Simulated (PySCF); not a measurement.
## Spin-rotation constants: `C=C[Si@H](N)[NH2+]C`, [C₃H₁₁N₂Si]+, charge +1

Cartesian coordinates in Å; atom numbers follow the order of the lines, from 1:
```xyz
17

C     2.225   -0.760   -0.600
C     1.318    0.133   -0.983
Si    0.144    1.032    0.165
N     0.733    1.095    1.764
N    -1.282   -0.231    0.467
C    -1.890   -0.769   -0.758
H     2.350   -1.051    0.430
H     2.884   -1.237   -1.308
H     1.266    0.386   -2.035
H    -0.618    2.127   -0.422
H     1.704    1.322    1.916
H     0.185    1.476    2.522
H    -0.900   -1.000    1.018
H    -2.011    0.196    1.039
H    -2.686   -1.477   -0.531
H    -2.303    0.044   -1.349
H    -1.126   -1.274   -1.344
```

Total charge +1.

Level of theory: GIAO CAM-B3LYP/pcSseg-1 magnetisability, rotational g tensor and spin-rotation constants, non-relativistic, gas phase (PySCF). Geometry: GFN2-xTB.

For an ion the centre-of-mass motion in the field is neglected.

Task: Give the nuclear spin-rotation constants along the inertial axes (H = +C I·J) beside the isotropic shieldings.

Result: Rotational constants 3.1214, 2.2455, 1.5729 GHz. A star marks the isotopologue with that one atom substituted, in its own axes.
```
atom  isotope  Caa (kHz)  Cbb (kHz)  Ccc (kHz)  mean (kHz)  σ (ppm)
  N4      14N      0.088      0.082      0.059       0.076    246.5
  N5      14N      0.150      0.128      0.070       0.116    208.4
  H7       1H     -0.352     -0.113      0.030      -0.145     24.6
  H8       1H     -0.190      0.103     -0.191      -0.093     24.2
  H9       1H     -0.383     -0.076     -0.005      -0.155     25.4
 H10       1H     -0.253     -0.226      0.008      -0.157     26.3
 H11       1H     -0.024     -0.269     -0.223      -0.172     29.9
 H12       1H     -0.346     -0.054     -0.223      -0.207     30.3
 H13       1H     -0.367     -0.330     -0.005      -0.234     28.6
 H14       1H     -0.230     -0.118     -0.217      -0.188     28.4
 H15       1H     -0.080     -0.272     -0.123      -0.158     28.5
 H16       1H     -0.332     -0.284      0.001      -0.205     28.9
 H17       1H     -0.225     -0.067     -0.200      -0.164     28.7
  C1     13C*      0.767      0.994      0.605       0.789     21.8
  C2     13C*      0.658      0.880      0.517       0.685     55.2
 Si3    29Si*     -2.053     -1.347     -1.002      -1.467    347.7
  C6     13C*      0.489      0.304      0.260       0.351    157.1
```
For the geometry as given, no vibrational averaging.

Task: How do the rotational constants and the g tensor change when H7, H8, H9, H10, H11, H12, H13, H14, H15, H16, H17 are replaced by deuterium?

Result: Constants 2.5157, 1.8351, 1.3056 GHz; g 0.0062, 0.0053, 0.0068, against 0.0073, 0.0069, 0.0082 before.
